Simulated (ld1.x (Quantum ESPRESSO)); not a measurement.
u(r) = r·R(r): atom against pseudo-atom (C)

Columns: radius, all-electron u(r) and pseudo u(r) of the 2s shell (level -40.17 eV) of carbon in the configuration [He] 2s2 2p0; LDA (PZ), scalar-relativistic, TM scheme, ld1.x (Quantum ESPRESSO) 7.5.

| r (bohr) | all-electron | pseudo |
| --- | --- | --- |
| 0.082 | 0.3561 | -0.0582 |
| 0.165 | 0.3979 | -0.1190 |
| 0.248 | 0.2843 | -0.1838 |
| 0.330 | 0.1069 | -0.2536 |
| 0.413 | -0.0899 | -0.3316 |
| 0.495 | -0.2761 | -0.4163 |
| 0.578 | -0.4431 | -0.5085 |
| 0.660 | -0.5816 | -0.6020 |
| 0.742 | -0.6923 | -0.6918 |
| 0.825 | -0.7771 | -0.7713 |
| 0.908 | -0.8366 | -0.8326 |
| 0.990 | -0.8736 | -0.8722 |
| 1.072 | -0.8919 | -0.8918 |
| 1.155 | -0.8945 | -0.8945 |
| 1.238 | -0.8839 | -0.8839 |
| 1.320 | -0.8633 | -0.8633 |
| 1.402 | -0.8348 | -0.8348 |
| 1.485 | -0.8000 | -0.8000 |
| 1.568 | -0.7609 | -0.7609 |
| 1.650 | -0.7196 | -0.7196 |
| 1.733 | -0.6762 | -0.6762 |
| 1.815 | -0.6327 | -0.6327 |
| 1.898 | -0.5889 | -0.5889 |
| 1.980 | -0.5465 | -0.5465 |
| 2.062 | -0.5053 | -0.5053 |
| 2.145 | -0.4652 | -0.4652 |

(1) How many radial nodes do the two functions have?

(2) At about which radius was the pseudo-wave matched?

(3) Is the pseudo-wave norm-conserving?

Answers

(1) The all-electron 2s function has n − l − 1 = 1; the pseudo-wave has 0, since the states of the same l below it are removed with the core.

(2) 1.20 bohr. The columns agree to 0.0005 from 1.07 bohr on; several derivatives are matched, so the curves merge somewhat inside the radius.

(3) Yes: the TM scheme keeps the norm inside the radius equal to the all-electron one, which fixes the energy derivative of the logarithmic derivative at the level.
